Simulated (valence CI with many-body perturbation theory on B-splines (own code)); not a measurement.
Values are calculated unless marked as measured or tabulated.
## Energy levels of Sn27+

Method: relativistic CI+MBPT: five valence electrons over a frozen Dirac-Fock core [Ar], radial functions for each j: 7 s, 7 p, 8 d, 6 f, 4 g, 1 h, with the one-electron correlation potential Σ1, the two-electron term Σ2, the three-electron term Σ3, Breit, model QED; selected CI, second order for the rest, scaled by the run's own slope (own B-spline code, finite nucleus).

The last digits are not significant, and no measured levels were compared; by estimate large intervals hold to a few tenths of a per cent, small ones and those within an open d or f shell to about a per cent. Only levels of the ground parity were solved; by the run's estimate the other parity begins above the list, which can be wrong where configurations are misplaced.

Levels 1 to 37 of 37, with energies above the lowest level, 3d5 6S_5/2. "Leading %" is the weight of the configuration and term that name the level; weights of strongly mixed levels are sums over their largest components and can fall short. In the jj column 3d3/2^4 stands for four electrons in 3d with j = 3/2.

| No. | Configuration | Term | J | E (cm⁻¹) | Leading % | Second component | Leading jj |
| --- | --- | --- | --- | --- | --- | --- | --- |
| 1 | 3d5 | 6S | 5/2 | 0 | 73 | 20 % 3d5 4P | 3d3/2^3 3d5/2^2 (40 %) |
| 2 | 3d5 | 4G | 5/2 | 85314 | 25 | 24 % 3d5 2F | 3d3/2^4 3d5/2 (59 %) |
| 3 | 3d5 | 4G | 7/2 | 126170 | 55 | 17 % 3d5 2F | 3d3/2^3 3d5/2^2 (91 %) |
| 4 | 3d5 | 4P | 3/2 | 130250 | 43 | 42 % 3d5 4D | 3d3/2^3 3d5/2^2 (89 %) |
| 5 | 3d5 | 4G | 11/2 | 132150 | 67 | 24 % 3d5 2H | 3d3/2^3 3d5/2^2 (81 %) |
| 6 | 3d5 | 4G | 5/2 | 141980 | 38 | 29 % 3d5 4D | 3d3/2^3 3d5/2^2 (53 %) |
| 7 | 3d5 | 4G | 9/2 | 143110 | 74 | 12 % 3d5 4F | 3d3/2^3 3d5/2^2 (64 %) |
| 8 | 3d5 | 4P | 1/2 | 152950 | 65 | 26 % 3d5 4D | 3d3/2^3 3d5/2^2 (61 %) |
| 9 | 3d5 | 4D | 7/2 | 178290 | 50 | 23 % 3d5 4G | 3d3/2^2 3d5/2^3 (61 %) |
| 10 | 3d5 | 2D | 5/2 | 184900 | 34 | 25 % 3d5 4D | 3d3/2^3 3d5/2^2 (52 %) |
| 11 | 3d5 | 2I | 11/2 | 202750 | 66 | 24 % 3d5 4G | 3d3/2^2 3d5/2^3 (84 %) |
| 12 | 3d5 | 2F | 7/2 | 204720 | 38 | 20 % 3d5 2G | 3d3/2^3 3d5/2^2 (54 %) |
| 13 | 3d5 | 4D | 1/2 | 210100 | 73 | 22 % 3d5 4P | 3d3/2^2 3d5/2^3 (88 %) |
| 14 | 3d5 | 4D | 3/2 | 211440 | 41 | 40 % 3d5 2D | 3d3/2^2 3d5/2^3 (56 %) |
| 15 | 3d5 | 2G | 9/2 | 218860 | 47 | 22 % 3d5 4G | 3d3/2^2 3d5/2^3 (65 %) |
| 16 | 3d5 | 4F | 3/2 | 221580 | 48 | 34 % 3d5 4P | 3d3/2^2 3d5/2^3 (78 %) |
| 17 | 3d5 | 2I | 13/2 | 223210 | 100 |  | 3d3/2^2 3d5/2^3 (100 %) |
| 18 | 3d5 | 2F | 5/2 | 236180 | 34 | 21 % 3d5 4F | 3d3/2^2 3d5/2^3 (67 %) |
| 19 | 3d5 | 2H | 9/2 | 260310 | 53 | 45 % 3d5 4F | 3d3/2^2 3d5/2^3 (99 %) |
| 20 | 3d5 | 4F | 5/2 | 267660 | 35 | 26 % 3d5 2F | 3d3/2^2 3d5/2^3 (57 %) |
| 21 | 3d5 | 2G | 7/2 | 271170 | 60 | 31 % 3d5 2F | 3d3/2^2 3d5/2^3 (94 %) |
| 22 | 3d5 | 2F | 5/2 | 287880 | 42 | 19 % 3d5 2D | 3d3/2^2 3d5/2^3 (54 %) |
| 23 | 3d5 | 2D | 3/2 | 288920 | 61 | 33 % 3d5 4F | 3d3/2 3d5/2^4 (44 %) |
| 24 | 3d5 | 2F | 7/2 | 295780 | 64 | 25 % 3d5 2G | 3d3/2^2 3d5/2^3 (49 %) |
| 25 | 3d5 | 2S | 1/2 | 309980 | 76 | 12 % 3d5 4P | 3d3/2^2 3d5/2^3 (40 %) |
| 26 | 3d5 | 4F | 7/2 | 315940 | 48 | 28 % 3d5 2F | 3d3/2 3d5/2^4 (73 %) |
| 27 | 3d5 | 2G | 9/2 | 321960 | 50 | 28 % 3d5 2H | 3d3/2 3d5/2^4 (54 %) |
| 28 | 3d5 | 2H | 11/2 | 321970 | 66 | 25 % 3d5 2I | 3d3/2 3d5/2^4 (95 %) |
| 29 | 3d5 | 2D | 3/2 | 349150 | 78 | 12 % 3d5 4D | 3d3/2 3d5/2^4 (57 %) |
| 30 | 3d5 | 2D | 5/2 | 359020 | 60 | 28 % 3d5 2F | 3d3/2 3d5/2^4 (66 %) |
| 31 | 3d5 | 2G | 9/2 | 386480 | 95 |  | 3d3/2^2 3d5/2^3 (57 %) |
| 32 | 3d5 | 2D | 5/2 | 387760 | 55 | 28 % 3d5 2F | 3d5/2^5 (44 %) |
| 33 | 3d5 | 2G | 7/2 | 405390 | 82 | 16 % 3d5 2F | 3d3/2 3d5/2^4 (73 %) |
| 34 | 3d5 | 2P | 3/2 | 432610 | 80 | 18 % 3d5 2D | 3d3/2^2 3d5/2^3 (82 %) |
| 35 | 3d5 | 2P | 1/2 | 467750 | 87 | 12 % 3d5 2S | 3d3/2 3d5/2^4 (58 %) |
| 36 | 3d5 | 2D | 5/2 | 500830 | 92 |  | 3d3/2^2 3d5/2^3 (62 %) |
| 37 | 3d5 | 2D | 3/2 | 519810 | 79 | 18 % 3d5 2P | 3d3/2 3d5/2^4 (78 %) |

Names give the largest LS component (configuration and term), which can be under half, so a name can repeat, a term be missing and a line seem to break the LS rules; names also repeat where a configuration has a term twice.

The ionisation energy to 3d4 5D_0 of the next ion comes out as 1507.4 eV (NIST: 1508 ± 4 eV (theoretical)). All 37 levels together are meant to be complete up to 540910 cm⁻¹.
